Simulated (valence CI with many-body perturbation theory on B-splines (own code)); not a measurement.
# E1 transitions of Ge XX

Level of theory: configuration interaction combined with many-body perturbation theory (CI+MBPT): three valence electrons over a frozen Dirac-Fock core [Ne], radial functions for each j: 11 s, 11 p, 10 d, 8 f, 5 g, 2 h, with the one-electron correlation potential Σ1, the two-electron term Σ2, the three-electron term Σ3, Breit, model QED; selected CI, second order for the rest, scaled by the run's own slope (own B-spline code, finite nucleus).

No measured spectrum was set against this ion. As an estimate, levels of excited configurations hold to 0.05 to 0.15 % of their energy, terms of the ground configuration to about 0.5 %.

Lines 201 to 250 of 583 in falling wavelength, among levels below 3008200 cm⁻¹, chosen from the strongest by gf and those to the six lowest levels. Wavelengths and rates use the calculated energies, so an error of 400 cm⁻¹ moves a line at 18.78 nm by 0.075 % and its rate by three times that or more. Electric multipoles are in the length gauge, E1 and E2 with the static RPA response of the core. Weak lines are less certain than strong ones. Lines between different terms over intervals too small for the method are left out, as are lines whose strength nearly cancels. Where a level lies close to another of its J and parity, the split of strength between their lines is uncertain. The highest levels of a list are the least certain.

Names give the largest LS component (configuration and term), which can be under half, so a name can repeat, a term be missing and a line seem to break the LS rules; names also repeat where a configuration has a term twice. Letters in brackets count levels of one name in rising energy.

```
λ vac (nm)               Upper               Lower   A (s⁻¹)  S (a.u.) with core polarisation  S without
     18.78   3p3d² ²P°_3/2 [a]    3p²3d ²P_3/2 [b]  6.90e+09                         9.02e-02   9.29e-02
     18.74  3s3p3d ²D°_5/2 [b]        3s²3d ²D_5/2  3.37e+10                         6.56e-01   6.77e-01
     18.72   3p3d² ²F°_7/2 [c]    3p²3d ²D_5/2 [c]  2.16e+10                         5.61e-01   5.77e-01
     18.71    3p²3d ²F_5/2 [b]  3s3p3d ²D°_3/2 [a]  1.44e+10                         2.80e-01   2.88e-01
     18.70  3s3p3d ²P°_3/2 [b]        3s²3d ²D_5/2  2.48e+10                         3.20e-01   3.30e-01
     18.68  3s3p3d ²D°_3/2 [b]        3s²3d ²D_3/2  1.12e+10                         1.43e-01   1.48e-01
     18.59        3s3d² ²D_3/2  3s3p3d ²F°_5/2 [b]  1.36e+10                         1.72e-01   1.77e-01
     18.57          3d³ ²F_7/2   3p3d² ²G°_9/2 [b]  9.50e+09                         2.40e-01   2.47e-01
     18.55          3d³ ²F_5/2   3p3d² ²F°_5/2 [d]  4.84e+09                         9.14e-02   9.40e-02
     18.51          3d³ ⁴F_5/2   3p3d² ²P°_3/2 [a]  4.68e+09                         8.80e-02   9.06e-02
     18.50      3d³ ²D_5/2 [a]   3p3d² ²D°_5/2 [a]  3.40e+10                         6.37e-01   6.55e-01
     18.49        3s3d² ²G_7/2  3s3p3d ²F°_5/2 [b]  5.23e+10                         1.31e+00   1.34e+00
     18.49   3p3d² ²F°_7/2 [a]        3p²3d ⁴P_5/2  1.37e+10                         3.42e-01   3.52e-01
     18.46    3p²3d ²P_3/2 [b]  3s3p3d ²D°_3/2 [a]  8.49e+09                         1.06e-01   1.09e-01
     18.45  3s3p3d ²P°_3/2 [b]        3s²3d ²D_3/2  2.62e+10                         3.25e-01   3.35e-01
     18.44      3s3p3d ⁴P°_5/2        3s3p² ²D_3/2  1.77e+08                         3.28e-03   3.39e-03
     18.42        3s3p² ²P_3/2       3s²3p ²P°_3/2  5.35e+10                         6.61e-01   6.82e-01
     18.41        3s3d² ²D_3/2  3s3p3d ²P°_1/2 [a]  8.28e+09                         1.02e-01   1.05e-01
     18.38         3p³ ⁴S°_3/2        3s3p² ⁴P_1/2  9.03e+09                         1.11e-01   1.14e-01
     18.37        3s3d² ²D_5/2  3s3p3d ²F°_7/2 [b]  8.40e+09                         1.54e-01   1.59e-01
     18.33          3d³ ²G_7/2   3p3d² ²F°_5/2 [c]  1.73e+10                         4.20e-01   4.33e-01
     18.30   3p3d² ²F°_5/2 [d]    3p²3d ²D_3/2 [b]  5.09e+10                         9.25e-01   9.52e-01
     18.29      3d³ ²D_3/2 [a]   3p3d² ²D°_3/2 [c]  1.89e+10                         2.28e-01   2.35e-01
     18.29      3s3p3d ⁴D°_3/2        3s3p² ²D_3/2  2.07e+09                         2.49e-02   2.57e-02
     18.27          3d³ ²H_9/2   3p3d² ²F°_7/2 [b]  2.99e+09                         9.00e-02   9.27e-02
     18.26        3s3d² ²G_9/2  3s3p3d ²F°_7/2 [b]  5.68e+10                         1.71e+00   1.76e+00
     18.26          3d³ ⁴F_3/2   3p3d² ⁴D°_1/2 [b]  1.72e+10                         2.06e-01   2.12e-01
     18.24    3p²3d ²F_7/2 [a]         3p³ ²D°_5/2  5.42e+09                         1.30e-01   1.34e-01
     18.20   3p3d² ²D°_5/2 [b]        3s3d² ²D_5/2  8.08e+09                         1.44e-01   1.49e-01
     18.19   3p3d² ²D°_3/2 [d]        3s3d² ²D_3/2  1.07e+10                         1.27e-01   1.30e-01
     18.14   3p3d² ²P°_1/2 [a]        3p²3d ²S_1/2  2.10e+10                         1.24e-01   1.28e-01
     18.08   3p3d² ⁴D°_7/2 [a]    3p²3d ²D_5/2 [a]  4.41e+09                         1.03e-01   1.06e-01
     18.05   3p3d² ²G°_9/2 [a]        3p²3d ²G_9/2  3.48e+09                         1.01e-01   1.04e-01
     18.05          3d³ ⁴F_7/2   3p3d² ⁴D°_5/2 [b]  2.57e+10                         5.97e-01   6.15e-01
     18.04          3d³ ⁴F_5/2       3p3d² ⁴D°_3/2  1.94e+10                         3.37e-01   3.47e-01
     18.03          3d³ ⁴P_1/2       3p3d² ⁴S°_3/2  1.47e+10                         8.50e-02   8.75e-02
     18.02          3d³ ⁴P_3/2       3p3d² ⁴S°_3/2  1.97e+10                         2.28e-01   2.35e-01
     18.00      3d³ ²D_5/2 [a]   3p3d² ²D°_3/2 [c]  1.08e+10                         1.86e-01   1.91e-01
     18.00    3p²3d ²F_7/2 [b]  3s3p3d ²D°_5/2 [a]  1.54e+10                         3.53e-01   3.64e-01
     17.98      3d³ ²D_5/2 [b]   3p3d² ²D°_3/2 [d]  4.61e+09                         7.93e-02   8.16e-02
     17.97      3d³ ²D_5/2 [b]   3p3d² ²D°_5/2 [b]  1.66e+10                         2.85e-01   2.93e-01
     17.95      3s3p3d ⁴F°_5/2        3s3p² ⁴P_5/2  6.24e+08                         1.07e-02   1.10e-02
     17.93      3d³ ²D_3/2 [b]   3p3d² ²D°_3/2 [d]  8.82e+09                         1.00e-01   1.03e-01
     17.91    3p²3d ²D_5/2 [b]  3s3p3d ²D°_5/2 [a]  4.59e+09                         7.81e-02   8.06e-02
     17.90          3d³ ⁴F_9/2   3p3d² ⁴D°_7/2 [b]  3.83e+10                         1.08e+00   1.12e+00
     17.88    3p²3d ²D_5/2 [a]         3p³ ²P°_3/2  1.09e+10                         1.84e-01   1.90e-01
     17.86          3d³ ⁴P_5/2       3p3d² ⁴S°_3/2  3.07e+10                         5.19e-01   5.34e-01
     17.85        3s3d² ²F_5/2  3s3p3d ²P°_3/2 [b]  1.57e+10                         2.65e-01   2.73e-01
     17.85    3p²3d ²P_3/2 [a]         3p³ ²D°_5/2  1.60e+10                         1.80e-01   1.86e-01
     17.83  3s3p3d ²P°_3/2 [a]        3s3p² ²P_3/2  1.11e+10                         1.24e-01   1.28e-01
```
